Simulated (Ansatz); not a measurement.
`F[CH]1[SiH2][GeH2]1` and `[CH2]1[SiH2][GeH2]1` differ in one atom or group.

Ansatz, PBE0-D4/def2-TZVP geometries, multiplicity 1. 

Scalar relativity is left out up to krypton.

```tsv
property	`F[CH]1[SiH2][GeH2]1`
LUMO energy (ωB97M-V/def2-TZVPP) / eV	1.15
LUMO energy (B3LYP/def2-TZVPP) / eV	-0.80
HOMO energy (PBE0/def2-TZVPP) / eV	-6.89
HOMO energy (B3LYP/def2-TZVPP) / eV	-6.70
LUMO energy (PBE0/def2-TZVPP) / eV	-0.57
HOMO–LUMO gap (PBE0/def2-TZVPP) / eV	6.33
```

Q: What does the change do to each property? (Estimate.)

A: Ansatz gave: 
```tsv
property	`[CH2]1[SiH2][GeH2]1`	shift
LUMO energy (ωB97M-V/def2-TZVPP) / eV	1.43	0.28
LUMO energy (B3LYP/def2-TZVPP) / eV	-0.51	0.29
HOMO energy (PBE0/def2-TZVPP) / eV	-6.60	0.29
HOMO energy (B3LYP/def2-TZVPP) / eV	-6.41	0.29
LUMO energy (PBE0/def2-TZVPP) / eV	-0.27	0.30
HOMO–LUMO gap (PBE0/def2-TZVPP) / eV	6.33	0.00
```

B3LYP here is the variant with VWN-RPA as its local correlation; programs differ in this.
